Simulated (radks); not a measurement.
The numbers below are computed, except where a source is named.
Species: Ga18+. Configuration: [Ne] 3s2 3p1.

Code: a radial shooting solver on a logarithmic mesh with Libxc functionals. Model: scalar-relativistic Kohn-Sham, exchange-only LDA, spin-polarised, spherical densities, point nucleus; open shells are filled with parallel spins first.

Energy parts (hartree):
part                   energy
total             -1762.66111
kinetic            1796.59276
electron-nucleus  -3874.79890
Hartree             365.17420
exchange            -49.62917

Orbitals (lengths in bohr, moments of r in powers of bohr; <r^-3> diverges for s and p1/2; r(90%) holds 90 % of the orbital's charge):
1s up: occ. 1; eigenvalue (hartree) -401.1994; r(90%) 0.0869; <r^4> 0.00002609; <r^2> 0.003186
1s down: occ. 1; eigenvalue (hartree) -401.1551; r(90%) 0.0869; <r^4> 0.00002608; <r^2> 0.003185
2s up: occ. 1; eigenvalue (hartree) -71.31736; r(90%) 0.333; <r^4> 0.005106; <r^2> 0.05466
2s down: occ. 1; eigenvalue (hartree) -71.26986; r(90%) 0.332; <r^4> 0.005087; <r^2> 0.05458
2p up: occ. 3; eigenvalue (hartree) -65.58002; r(90%) 0.306; <r^-3> 910.7; <r^4> 0.003686; <r^2> 0.04318
2p down: occ. 3; eigenvalue (hartree) -65.52514; r(90%) 0.306; <r^-3> 910.8; <r^4> 0.003673; <r^2> 0.04313
3s up: occ. 1; eigenvalue (hartree) -25.92201; r(90%) 0.792; <r^4> 0.1679; <r^2> 0.3386
3s down: occ. 1; eigenvalue (hartree) -25.72520; r(90%) 0.794; <r^4> 0.1690; <r^2> 0.3395
3p up: occ. 1; eigenvalue (hartree) -24.12554; r(90%) 0.791; <r^-3> 199.6; <r^4> 0.1647; <r^2> 0.3294
3p down: occ. 0; eigenvalue (hartree) -23.92997; r(90%) 0.793; <r^-3> 199.3; <r^4> 0.1659; <r^2> 0.3304

The highest occupied level is 3p up at -656.49 eV. The density falls to 0.001 e/bohr^3 at r = 1.33 bohr.
